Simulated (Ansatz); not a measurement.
`F[SiH]1[CH2][AlH][S]1`, relaxed with RKS PBE-D4/def2-SVP in the Gaussian-basis code of Ansatz from a rough embedded geometry. The force threshold is 0.03 eV/Å; the program also tests the step.

Charge 0, multiplicity 1.

Start:

```xyz
9

F    -0.901    2.223    0.366
Si    0.256    1.185   -0.305
C     0.348   -0.354    0.696
Al   -0.418   -1.605   -0.546
S    -0.459    0.159   -2.037
H     1.574    1.836   -0.530
H    -0.199   -0.245    1.678
H     1.466   -0.613    0.937
H    -1.668   -2.587   -0.260
```

```tsv
step	energy (eV)	largest force (eV/Å)	largest move (Å)
1	-29104.5121	3.279	0.000
2	-29105.1234	0.963	0.195
3	-29105.2640	0.646	0.124
4	-29105.3071	0.215	0.119
5 (rejected)	-29105.2981	0.232	0.148
6	-29105.3208	0.041	0.072
7	-29105.3230	0.027	0.048
8	-29105.3245	0.037	0.045
9	-29105.3269	0.082	0.078
10	-29105.3289	0.144	0.071
11	-29105.3304	0.172	0.062
12	-29105.3318	0.167	0.037
13	-29105.3318	0.082	0.016
14	-29105.3333	0.045	0.033
15	-29105.3336	0.038	0.022
16	-29105.3337	0.009	0.016
```

End:

```xyz
9

F    -0.543    2.407    0.331
Si    0.269    1.130   -0.306
C     0.314   -0.338    0.869
Al   -0.665   -1.403   -0.478
S    -0.872    0.250   -1.935
H     1.585    1.663   -0.786
H    -0.267   -0.127    1.794
H     1.328   -0.674    1.170
H    -1.150   -2.908   -0.658
```

Hardware: 4 threads of an Arm Neoverse V1 on a shared host. Wall time 24 s, peak host memory 0.19 GiB.
